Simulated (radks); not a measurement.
Fractional charge and spin in the 6s shell of tungsten: the spin-up occupation runs from 0 to 1 and the spin-down occupation from 0 to 1; the fullest corner is W, [Xe] 4f14 5d(up 2, down 2) 6s(up 1, down 1). All-electron calculation, scalar-relativistic Kohn-Sham, r2SCAN, spin-polarised, spherical densities, finite nucleus; meta-GGA in the generalised Kohn-Sham scheme; Fermi nuclear charge, rms radius of each element as measured or else 0.836 A^(1/3) + 0.57 fm. Program: a radial shooting solver on a logarithmic mesh with Libxc functionals. Energy (eV) above the fullest corner. The planes named below are the two flat planes that join the four corners, with an edge along up + down = one added electron.

| down \ up | 0 | 0.25 | 0.5 | 0.75 | 1 |
|---|---|---|---|---|---|
| 0 | 24.270 | 19.782 | 15.666 | 11.928 | 8.551 |
| 0.25 | 19.782 | 15.773 | 12.126 | 8.845 | 5.913 |
| 0.5 | 15.666 | 12.126 | 8.936 | 6.098 | 3.605 |
| 0.75 | 11.928 | 8.845 | 6.098 | 3.697 | 1.636 |
| 1 | 8.551 | 5.913 | 3.605 | 1.636 | 0.000 |

Corners above the fullest one (they belong to W+ and the next ion): (up 1, down 0) 8.551 eV, (up 0, down 1) 8.551 eV, (up 0, down 0) 24.270 eV. With half an added electron in each spin the energy lies 0.385 eV from the planes, and with half an added electron in spin up alone -0.745 eV. The planes are only a guide here: the flat-plane condition holds for ground states with one frontier orbital, while this shell lies below other occupied shells, so the corners above the fullest one are inner-hole states and not the ground states of those ions.
